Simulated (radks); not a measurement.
Q: Ionisation ladder of tantalum, from Ta to Ta21+. Each ion is in the ground configuration listed by NIST, and IE = E(next ion) - E(this ion). All-electron calculation, scalar-relativistic Kohn-Sham, PBEsol, spin-polarised, spherical densities, finite nucleus; open shells are filled with parallel spins first (spin-orbit coupling, left out, can overturn this in heavy ions); Fermi nuclear charge, rms radius 5.3507 fm. Program: a radial shooting solver on a logarithmic mesh with Libxc functionals.

| species | configuration | IE, Delta-SCF (eV) | <r> HOMO (bohr) |
|---|---|---|---|
| Ta | [Xe] 4f14 5d3 6s2 | 7.322 | 2.21 |
| Ta+ | [Xe] 4f14 5d3 6s1 | 15.733 | 2.09 |
| Ta2+ | [Xe] 4f14 5d3 | 24.443 | 1.97 |
| Ta3+ | [Xe] 4f14 5d2 | 35.657 | 1.83 |
| Ta4+ | [Xe] 4f14 5d1 | 47.785 | 1.73 |
| Ta5+ | [Xe] 4f14 | ? | 0.632 |
| Ta6+ | [Xe] 4f13 | 123.14 | 0.611 |
| Ta7+ | [Kr] 4d10 4f13 5s2 5p5 | 140.73 | 0.605 |
| Ta8+ | [Kr] 4d10 4f13 5s2 5p4 | 158.51 | 0.599 |
| Ta9+ | [Kr] 4d10 4f13 5s2 5p3 | 181.62 | 0.592 |
| Ta10+ | [Kr] 4d10 4f13 5s2 5p2 | 200.69 | 1.13 |
| Ta11+ | [Kr] 4d10 4f13 5s2 5p1 | 219.89 | 1.11 |
| Ta12+ | [Kr] 4d10 4f13 5s2 | 255.95 | 0.581 |
| Ta13+ | [Kr] 4d10 4f12 5s2 | ? | 0.566 |
| Ta14+ | [Kr] 4d10 4f11 5s2 | 332.70 | 0.553 |
| Ta15+ | [Kr] 4d10 4f11 5s1 | 359.09 | 0.547 |
| Ta16+ | [Kr] 4d10 4f11 | 379.39 | 0.543 |
| Ta17+ | [Kr] 4d10 4f10 | ? | 0.531 |
| Ta18+ | [Kr] 4d10 4f9 | ? | 0.520 |
| Ta19+ | [Kr] 4d10 4f8 | 495.85 | 0.510 |
| Ta20+ | [Kr] 4d10 4f7 | 547.49 | 0.498 |
| Ta21+ | [Kr] 4d10 4f6 | 590.64 | 0.489 |

Estimate the withheld Delta-SCF values.

A: Ta5+: 95.116 eV (NIST 94.01); Ta13+: 289.43 eV (NIST 304); Ta17+: 417.00 eV (NIST 439); Ta18+: 455.84 eV (NIST 482).
